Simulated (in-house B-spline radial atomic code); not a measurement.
A radial electron density 4πr²n(r) was computed for an atom or ion in its tabulated ground configuration with an all-electron radial atomic-structure program (B-spline basis); method: non-relativistic Hartree-Fock, average of configuration. Columns: r (bohr), 4πr²n(r) (electrons per bohr), bar.

```
 0.00221   0.6481 #
 0.00257   0.8602 #
 0.00298    1.132 ##
 0.00347    1.497 ##
 0.00403    1.961 ###
 0.00469    2.566 ####
 0.00545    3.331 #####
 0.00634    4.304 ######
 0.00737    5.513 ########
 0.00857    7.005 ##########
 0.00996    8.803 #############
  0.0116    10.97 ################
  0.0135    13.46 ###################
  0.0156    16.13 #######################
  0.0182     19.2 ############################
  0.0211    22.22 ################################
  0.0246    25.24 ####################################
  0.0286    27.82 ########################################
  0.0332    29.69 ###########################################
  0.0386    30.64 ############################################
  0.0449    30.44 ############################################
  0.0522    29.11 ##########################################
  0.0607    26.91 #######################################
  0.0706    24.39 ###################################
   0.082    22.31 ################################
  0.0954    21.35 ###############################
   0.111    21.98 ################################
   0.129    24.02 ###################################
    0.15    26.71 ######################################
   0.174    28.72 #########################################
   0.203    28.85 #########################################
   0.235    26.42 ######################################
   0.274    21.44 ###############################
   0.318    15.34 ######################
    0.37    9.359 #############
    0.43     4.81 #######
     0.5    2.014 ###
   0.581   0.6713 #
   0.676   0.1689 
   0.786  0.03122 
   0.913 0.004075
```

Problem. Which atom or ion is it?
A. Fe18+
B. Mn17+
C. Cr17+
D. Fe17+

Solution. D. The area under the curve, ∫4πr²n dr = ∫r·4πr²n d(ln r) on this logarithmic grid, is 9 electrons, which only this option has. The configuration is [He] 2s2 2p5.
